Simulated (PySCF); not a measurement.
H10Si4, SMILES [SiH3][SiH]([SiH3])[SiH3]. Heavy atoms are numbered as in [SiH3:1][SiH:2]([SiH3:3])[SiH3:4]. Hydrogens are named by the atom that carries them.

Geometry optimised at PBE0-D3(BJ)/def2-SVP.

Calculation: B3LYP/pcSseg-1 (PySCF).

GIAO shieldings, no solvent; atoms alike by connectivity are averaged. δ = σ(ref) − σ: ²⁹Si against TMS (σ = 338.7 ppm); ¹H against TMS (σ = 31.68 ppm), references at their B3LYP-D3(BJ)/def2-TZVP geometries, non-relativistic.

Computed chemical shifts:
| nucleus | atoms | count | δ (ppm) |
|---|---|---|---|
| ²⁹Si | Si1 (SiH3) | 3 | -100.2 |
| ²⁹Si | Si2 (SiH) | 1 | -125.0 |
| ¹H | H on Si1 | 9 | 3.90 |
| ¹H | H on Si2 | 1 | 3.40 |
